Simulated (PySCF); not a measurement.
5-methylidene-2H-1,3-oxazole (C4H5NO), SMILES C=C1C=NCO1. Geometry: PBE-D3(BJ)/def2-SVP. Other conformers were not sampled.

Method: PBE-D3(BJ)/def2-SVP (PySCF).

Harmonic wavenumbers (cm⁻¹): 176, 349, 351, 627, 668, 693, 775, 797, 874, 907, 925, 982, 1017, 1035, 1154, 1211, 1264, 1341, 1360, 1416, 1623, 1674, 2944, 2984, 3112, 3121, 3220. Rotational constants (GHz): 8.436, 3.731, 2.631; symmetry number 1.

Q: Work out the zero-point energy and the ideal-gas rigid-rotor harmonic-oscillator thermochemistry at 298.15 K and 1 atm.

A: ZPE = ½ Σ hcν = ½ × 36599 cm⁻¹ = 52.32 kcal/mol. H − E(el) = 56.09 kcal/mol. Entropy in cal/(mol K): translation 39.17, rotation 25.77, vibration 7.09, total 72.02. G − E(el) = 34.61 kcal/mol. Cp = 20.66 cal/(mol K).
